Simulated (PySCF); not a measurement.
This PySCF input asks for the NMR shieldings of `C#CCN(C)C(=C)[SiH2]N`, C6H12N2Si; the geometry comes from GFN2-xTB.

```python
import basis_set_exchange as bse
import numpy as np
from pyscf import gto, dft
from pyscf.prop import nmr

atoms = """
C    -3.029259    1.803825   -0.736762
C    -2.318175    0.842569   -0.787490
C    -1.443556   -0.320926   -0.771614
N    -0.682456   -0.378687    0.455744
C    -1.427370   -0.859285    1.591648
C     0.697823   -0.431636    0.445259
C     1.407685   -0.979545    1.439806
Si    1.595137    0.450423   -0.970956
N     3.228543    0.659593   -0.467419
H    -3.650393    2.649226   -0.718784
H    -2.059988   -1.228486   -0.881072
H    -0.770156   -0.270797   -1.628759
H    -1.446440   -1.956750    1.649564
H    -2.451288   -0.491942    1.518600
H    -0.988961   -0.468817    2.509779
H     2.480683   -0.941562    1.414662
H     0.973363   -1.478050    2.289934
H     0.875768    1.698631   -1.290130
H     1.704252   -0.370549   -2.186135
H     3.892844    0.994246   -1.145202
H     3.403023    1.095462    0.423557
"""
names = dict.fromkeys(["C", "N", "Si", "H"], "pcSseg-1")
basis = {el: gto.basis.parse(bse.get_basis(n, elements=[el], fmt="nwchem")) for el, n in names.items()}
mol = gto.M(atom=atoms, basis=basis, charge=0, verbose=0)
mf = dft.RKS(mol, xc="PBE0")
mf.grids.level = 2
mf.grids.alignment = dft.numint.BLKSIZE   # the property module wants whole blocks of grid points
mf.conv_tol = 1e-9
mf.kernel()

calc = nmr.RKS(mf)   # GIAO
C = mf.mo_coeff
Co = C[:, mf.mo_occ > 0]
resp = mf.gen_response(singlet=True, hermi=2)
def vind(x):   # induced exchange potential for any number of trial vectors
    d = np.einsum("pi,xij,qj->xpq", C, 2 * x.reshape(-1, C.shape[1], Co.shape[1]), Co, optimize=True)
    return np.einsum("xpq,pi,qj->xij", resp(d - d.transpose(0, 2, 1)), C, Co, optimize=True).ravel()
mo1, _ = nmr.rhf.solve_mo1(calc, with_cphf=vind)
sigma = calc.kernel(mo1)
for i, s in enumerate(sigma):   # ppm
    w = np.linalg.eigvalsh((s + s.T) / 2)
    print("%2d %-2s iso %8.1f  s11 %8.1f  s22 %8.1f  s33 %8.1f" % (i, mol.atom_pure_symbol(i), w.mean(), *w))
```

Task: What does it print?

Result: 
```
 0 C  iso    108.4  s11     34.9  s22     45.1  s33    245.2
 1 C  iso    100.4  s11     -1.5  s22      6.5  s33    296.2
 2 C  iso    141.0  s11    122.3  s22    128.1  s33    172.5
 3 N  iso    179.5  s11    125.1  s22    184.9  s33    228.6
 4 C  iso    149.9  s11    124.2  s22    143.8  s33    181.6
 5 C  iso     32.6  s11    -62.8  s22     31.9  s33    128.7
 6 C  iso     91.5  s11      1.4  s22     99.9  s33    173.1
 7 Si iso    396.1  s11    354.6  s22    383.9  s33    449.8
 8 N  iso    262.5  s11    223.8  s22    259.5  s33    304.2
 9 H  iso     30.0  s11     24.9  s22     25.2  s33     40.0
10 H  iso     28.1  s11     23.6  s22     27.5  s33     33.2
11 H  iso     28.2  s11     23.4  s22     29.3  s33     32.1
12 H  iso     29.2  s11     25.3  s22     26.1  s33     36.1
13 H  iso     28.6  s11     23.4  s22     28.8  s33     33.5
14 H  iso     28.9  s11     25.2  s22     26.8  s33     34.8
15 H  iso     27.1  s11     23.6  s22     27.4  s33     30.4
16 H  iso     27.2  s11     24.5  s22     25.0  s33     32.2
17 H  iso     26.4  s11     21.6  s22     26.7  s33     30.9
18 H  iso     26.7  s11     22.8  s22     26.2  s33     31.0
19 H  iso     31.6  s11     23.8  s22     27.0  s33     44.1
20 H  iso     31.8  s11     24.1  s22     29.3  s33     42.2
```

These numbers come from an equivalent density-fitted implementation of the same equations, which agrees with the script to about 0.01 ppm for H and up to a few tenths of a ppm for heavy atoms, so last digits may differ.

Size and cost of the density-fitted run: 220 basis functions, 2.2 min wall time on 1 thread of an Intel Xeon, shared host; peak memory 1.1 GiB.
